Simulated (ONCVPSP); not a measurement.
Before and after: ONCV potential for chlorine (Cl)

```
Element                 : Cl
Generator               : ONCVPSP 4.0.1
Type                    : optimised norm-conserving Vanderbilt (ONCV)
Functional              : PBE
Relativity              : scalar-relativistic
Frozen core             : [Ne]
Valence charge          : 7
Reference configuration : 3s2 3p5
Partial waves           : 3s: rc 1.40 bohr, ncon 5, nbas 9, qcut 4.1 1/bohr, 1 projector; 3p: rc 1.10 bohr, ncon 4, nbas 7, qcut 8.2 1/bohr, 2 projectors, debl 3.6 Ha; d scattering state at 0.27 Ha: rc 1.10 bohr, ncon 5, nbas 9, qcut 7.3 1/bohr, local
Local potential         : the d channel
Core correction         : Teter function, fcfact 3, rcfact 1.8
```

Change: core correction Teter function, fcfact 3, rcfact 1.2.

Cutoffs: the cutoffs (Ha) at which the residual kinetic energy of the hardest occupied pseudo-wave falls to 1 and 0.1 mHa per electron; they do not see the model core or the augmentation charge, which bear on the density cutoff. Errors are all-electron minus pseudo energies relative to the spin-unpolarised reference configuration.

Problem. How do hardness, ghosts and transferability respond?

Solution. The potential gets neither clearly harder nor softer (86 Ha and 110 Ha → 86 Ha and 110 Ha); of the 4 tests that both files solve, the error grows in 4 and shrinks in 0 by more than 15 % and 0.3 meV (median size 3.7 → 42.9 meV); neither file shows a bound ghost. A model core, the more so a compact one, raises the density cutoff, which this test does not measure.

```tsv
quantity	base	changed
cutoff, loose	86 Ha	86 Ha
cutoff, tight	110 Ha	110 Ha
bound ghosts	none	none
GHOST(+) flags under 300 eV	none	none
error for 3s2 3p4, meV [ΔE 13.88 eV]	+0.9	+1.6
error for 3s2 3p3, meV [ΔE 39.32 eV]	+5.7	+17
error for 3s2 3p2, meV [ΔE 77.63 eV]	+11	+69
error for 3s2 3p1, meV [ΔE 129.87 eV]	+1.8	+202
s: phases at 1.42 bohr within 0.05 rad from the reference energy up to (Ha; the scan ends near 5)	1.6	1.6
p: phases at 1.12 bohr within 0.05 rad from the reference energy up to (Ha; the scan ends near 5)	to the end of the scan	to the end of the scan
d: phases at 1.12 bohr within 0.05 rad from the reference energy up to (Ha; the scan ends near 5)	to the end of the scan	to the end of the scan
rms error of d²Exc/dni dnj with the model core, mHa	3.18	0.38
```
